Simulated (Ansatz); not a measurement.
`CCC(C)CC(C)CC(C)C` with charge +1, relaxed as a doublet with UKS PBE-D4/def2-SVP in Ansatz, starting from the PBE-D4/def2-SVP geometry of the neutral singlet. Force threshold 0.03 eV/Å.

Start:

```xyz
35

C    -3.9260   -0.2193   -0.7025
C    -2.9001   -1.2302   -1.2184
C    -1.4222   -0.8535   -0.9877
C    -0.5028   -1.8581   -1.6933
C    -1.1009   -0.7305    0.5143
C     0.3504   -0.3864    0.9049
C     0.4870   -0.3840    2.4329
C     0.8037    0.9462    0.2807
C     2.2447    1.4045    0.5767
C     3.2880    0.3741    0.1264
C     2.5095    2.7681   -0.0741
H    -4.9567   -0.5152   -0.9847
H    -3.7426    0.7914   -1.1252
H    -3.9054   -0.1241    0.4020
H    -3.0532   -1.3748   -2.3105
H    -3.0897   -2.2263   -0.7563
H    -1.2669    0.1441   -1.4611
H    -0.5809   -2.8634   -1.2257
H    -0.7764   -1.9669   -2.7630
H     0.5627   -1.5547   -1.6537
H    -1.7670    0.0367    0.9680
H    -1.3755   -1.6934    1.0044
H     1.0067   -1.1950    0.5119
H    -0.1066    0.4410    2.8827
H     0.1159   -1.3349    2.8675
H     1.5372   -0.2572    2.7642
H     0.1002    1.7442    0.6136
H     0.6882    0.8908   -0.8251
H     2.3481    1.5363    1.6778
H     4.3189    0.7393    0.3128
H     3.1983    0.1717   -0.9631
H     3.1798   -0.5949    0.6541
H     2.4327    2.7001   -1.1807
H     1.7761    3.5293    0.2633
H     3.5247    3.1451    0.1670
```

```csv
step,energy (eV),largest force component (eV/Å),SCF passes
1,-11765.8710,1.784,32
2,-11766.1439,0.673,27
3,-11766.1817,0.326,26
4,-11766.1938,0.174,26
5 (rejected),-11766.1900,0.264,27
6,-11766.2008,0.127,26
7,-11766.2046,0.124,27
8,-11766.2083,0.129,26
9,-11766.2114,0.075,27
10,-11766.2127,0.079,26
11,-11766.2134,0.066,27
12,-11766.2139,0.025,21
```

Force components are those of the run's own axes.

End:

```xyz
35

C    -3.988   -0.323   -0.659
C    -2.933   -1.299   -1.129
C    -1.410   -0.807   -1.010
C    -0.486   -1.791   -1.709
C    -1.178   -0.646    0.484
C     0.379   -0.326    0.877
C     0.420   -0.342    2.398
C     0.796    0.977    0.250
C     2.322    1.377    0.568
C     3.308    0.319    0.106
C     2.581    2.747   -0.034
H    -4.982   -0.675   -1.021
H    -3.839    0.694   -1.073
H    -4.077   -0.257    0.443
H    -3.013   -1.468   -2.228
H    -3.033   -2.291   -0.641
H    -1.366    0.182   -1.514
H    -0.485   -2.784   -1.215
H    -0.772   -1.933   -2.770
H     0.558   -1.409   -1.723
H    -1.800    0.162    0.913
H    -1.394   -1.585    1.035
H     0.955   -1.177    0.463
H    -0.165    0.484    2.849
H     0.081   -1.304    2.828
H     1.484   -0.210    2.714
H     0.159    1.813    0.607
H     0.744    0.945   -0.859
H     2.332    1.443    1.684
H     4.347    0.653    0.314
H     3.250    0.157   -0.993
H     3.174   -0.656    0.613
H     2.584    2.726   -1.145
H     1.850    3.507    0.305
H     3.594    3.095    0.273
```

By distances, no bond broke or formed. The bond that changes most is C5–C6, from 1.54 to 1.64 Å (atoms count from 1).

No frequencies were taken in this run, so the end may be a saddle point.

Hardware: 4 threads of Arm Neoverse V2 on a shared host. Wall time 93 s, peak host memory 0.57 GiB.
